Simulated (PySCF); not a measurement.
Electron correlation in As (arsenic, neutral)

[Ar] 3d10 4s1 4p3 5s1, high-spin 6S determinant (an excited configuration). Calculation: PySCF 2.14, in aug-cc-pVTZ-PP with ECP10MDF; a scalar-relativistic core potential. Frozen: 3s2 3p6 3d10; 5 electrons correlated.

```
  level  correlation energy (mhartree)
   CCSD                         -34.91
    (T)                          -0.69
CCSD(T)                         -35.60
```

Diagnostics: T1 = 0.0097, D1 = 0.0296, largest double amplitude 0.029.

The outer electron is Rydberg-like, and this basis confines it to a smaller radius and binds it less than a complete one would.

Cost of the coupled-cluster step: about 1.8 core-seconds, for 5 correlated electrons.

Iterations:

```
CC2 = 0
CCSD nocc = (np.int64(5), np.int64(0)), nmo = (46, 46)
frozen orbitals [[0, 1, 2, 3, 4, 5, 6, 7, 8], [0, 1, 2, 3, 4, 5, 6, 7, 8]]
max_cycle = 100
direct = 0
conv_tol = 1e-08
conv_tol_normt = 1e-06
diis_space = 8
diis_start_cycle = 0
Init t2, MP2 energy = -0.0268875705388347
Init E_corr(UCCSD) = -0.0268875705435578
cycle = 1  E_corr(UCCSD) = -0.032808047542882  dE = -0.005920477  norm(t1,t2) = 0.0334971
cycle = 2  E_corr(UCCSD) = -0.034288548098812  dE = -0.00148050056  norm(t1,t2) = 0.0119274
cycle = 3  E_corr(UCCSD) = -0.0349711906648467  dE = -0.000682642566  norm(t1,t2) = 0.00494983
cycle = 4  E_corr(UCCSD) = -0.0349139581456207  dE = 5.72325192e-05  norm(t1,t2) = 0.000703862
cycle = 5  E_corr(UCCSD) = -0.0349150213327  dE = -1.06318708e-06  norm(t1,t2) = 5.35725e-05
cycle = 6  E_corr(UCCSD) = -0.0349147800576098  dE = 2.4127509e-07  norm(t1,t2) = 5.66565e-06
cycle = 7  E_corr(UCCSD) = -0.0349148726294796  dE = -9.25718699e-08  norm(t1,t2) = 8.55639e-07
cycle = 8  E_corr(UCCSD) = -0.0349148517109355  dE = 2.09185442e-08  norm(t1,t2) = 1.64668e-07
cycle = 9  E_corr(UCCSD) = -0.0349148531132211  dE = -1.40228565e-09  norm(t1,t2) = 2.14245e-08
UCCSD converged
E(UCCSD) = -330.8397311018156  E_corr = -0.03491485311322112
UCCSD(T) correction = -0.000694706810612732
```
